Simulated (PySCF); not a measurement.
Al(H)(F)(NH2) (AlFH3N), SMILES [NH2][AlH][F].

The structure is a stationary point at r2SCAN-D4/def2-TZVP. One conformer was computed; it need not be the lowest.

All values below come from TDDFT-PBE0/def2-SVPD (PySCF).

Vertical excitations.  State labels are in the subgroup Cs.

```
state  symmetry  energy (eV)  λ (nm)      f                          main pairs
-----  --------  -----------  ------  -----  ----------------------------------
S1           A"         6.32     196  0.078                    HOMO→LUMO+1 98 %
S2           A'         6.68     186  0.083                      HOMO→LUMO 98 %
S3           A"         7.27     171  0.002                    HOMO→LUMO+2 98 %
S4           A"         7.74     160  0.091                    HOMO−1→LUMO 92 %
S5           A"         8.15     152  0.018                    HOMO→LUMO+3 84 %
S6           A'         8.32     149  0.119                  HOMO−1→LUMO+1 95 %
S7           A"         8.56     145  0.002  HOMO→LUMO+4 67 %, HOMO→LUMO+5 28 %
S8           A"         8.75     142  0.006  HOMO→LUMO+5 63 %, HOMO→LUMO+4 25 %
S9           A'         8.93     139  0.132                  HOMO−1→LUMO+2 93 %
S10          A'         9.43     131  0.088                    HOMO→LUMO+6 95 %
T1           A'         5.62     221      0                      HOMO→LUMO 96 %
T2           A"         5.86     212      0                    HOMO→LUMO+1 93 %
T3           A"         6.78     183      0                    HOMO−1→LUMO 97 %
T4           A"         7.12     174      0                    HOMO→LUMO+2 95 %
```
Triplets are in the Tamm–Dancoff approximation, which puts them higher than full response would, so one can lie above its singlet here.
